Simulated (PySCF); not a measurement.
AuCl, charge -1, multiplicity 2. Atoms are numbered in the order given.

```xyz
2

Au     0.0000     0.0000    -0.4316
Cl     0.0000     0.0000     2.0055
```
Charge -1, spin multiplicity 2.

Coordinates come from a PBE-D3(BJ)/def2-TZVPD optimisation. The spin state was assumed, not searched. The def2 effective core potentials stand for the cores of Au; spin–orbit coupling is left out.

Level of theory: PBE-D3(BJ)/def2-TZVPD (PySCF).

Frequencies are harmonic and unscaled.

Computed normal modes with their intensities:
| mode | ν (cm⁻¹) | IR (km/mol) | moving atoms (share of kinetic energy) |
|---|---|---|---|
| 1 | 222 | 41.3 | Cl 85 %, Au 15 % |
